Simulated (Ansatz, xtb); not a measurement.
# Relaxing a trial structure of CH2NSn+

The starting geometry of this gas-phase triplet was built from a drawn formula by distance geometry and a force field; its bonds are those of `C#[N+][SnH]`.

```xyz
5

C    -1.9855   -0.5513   -0.1931
N    -1.3927   -0.9913   -1.1478
Sn   -0.3889   -1.6433   -2.7205
H    -2.4311   -0.1954    0.6795
H     0.7300   -0.4369   -3.2993
```

Question: Predict what it relaxes into with r2SCAN-D4/def2-SVP.

Answer: It keeps its bonds, and is `C#[N+][SnH]`. Distances that change by over a tenth: N2–Sn3 (1.98 → 2.19 Å).

The energy falls by 0.37 eV over 7 steps:

| step | E − E(last) (eV) |
| --- | --- |
| 1 | 0.374 |
| 2 | 0.064 |
| 3 | 0.005 |
| 4 | 0.003 |
| 5 | 0.000 |
| 6 | 0.000 |
| 7 | 0.000 |

Final geometry (Å):

```yaml
atoms:
  - { symbol: C, position_ang: [-1.9678, -0.5482, -0.1543] }
  - { symbol: N, position_ang: [-1.3859, -0.9160, -1.0849] }
  - { symbol: Sn, position_ang: [-0.3495, -1.7224, -2.8397] }
  - { symbol: H, position_ang: [-2.5130, -0.1979, 0.7199] }
  - { symbol: H, position_ang: [0.7481, -0.4336, -3.3222] }
```

From the same start GFN2-xTB ends elsewhere, differing in Sn3–H5 (2.41 against 1.76 Å here).

The end wasn't checked by frequencies. Open shells are spin-unrestricted. The triplet needn't be the ground state. Atoms past krypton carry core potentials, without spin–orbit terms. Run with Ansatz 0.2.0, 40 s on 1 thread of Arm Neoverse V1, with other jobs on the host.
